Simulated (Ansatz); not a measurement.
Consider the formal exchange of groups at the Se–C bond: `C=CC#C[SeH]` + `C=C[SiH3]` → `C=C([SiH3])[SeH]` + `C#CC=C`.

Program: Ansatz. Geometries: PBE0-D4/def2-TZVP. ΔE: electronic, gas phase. CCSD(T)/CBS is the MP2 limit (def2-TZVPP, def2-QZVPP) plus CCSD(T) − MP2 in def2-TZVPP, frozen cores. DFT in def2-TZVPP. B3LYP here is the variant with VWN-RPA as its local correlation; programs differ in this. For Se outer-core shells are correlated without core-valence functions, which leaves a few kJ/mol of doubt a bond. Scalar relativity is left out up to krypton. Each species was taken in one conformer, which may not be the lowest.

```
             level  ΔE (kcal/mol)  difference from CCSD(T)/CBS
            PBE-D4           -0.4                          1.9
         r2SCAN-D4           -0.6                          1.7
           PBE0-D4           -0.5                          1.8
          B3LYP-D4           -0.9                          1.4
           ωB97X-V           -0.9                          1.4
           ωB97M-V           -1.4                          0.9
            B2PLYP           -0.2                          2.1
               PBE            0.5                          2.8
            r2SCAN           -0.5                          1.8
              PBE0            0.3                          2.6
             B3LYP            0.7                          3.0
     HF/def2-TZVPP            0.6                          2.9
    MP2/def2-TZVPP           -1.5                          0.8
SCS-MP2/def2-TZVPP           -1.0                          1.3
   CCSD/def2-TZVPP           -1.1                          1.2
CCSD(T)/def2-TZVPP           -1.4                          0.9
     HF/def2-QZVPP            0.5                          2.8
    MP2/def2-QZVPP           -2.0                          0.3
SCS-MP2/def2-QZVPP           -1.4                          0.9
      HF/CBS(def2)            0.5                          2.8
     MP2/CBS(def2)           -2.3                          0.0
    CCSD/CBS(def2)           -2.0                          0.3
       CCSD(T)/CBS           -2.3                            0
```

Largest T1 diagnostic among the species: 0.012.

In def2-TZVPP, CCSD(T) changes the Hartree–Fock value by −2.0 kcal/mol (the triples alone add −0.3 kcal/mol) and MP2 by −2.1 kcal/mol. The D4 term adds −1.6 kcal/mol with B3LYP and −0.8 kcal/mol with PBE0; it sums over pairs of atoms, weighted by their polarisabilities, and B3LYP, whose exchange is more repulsive, gets the larger term.
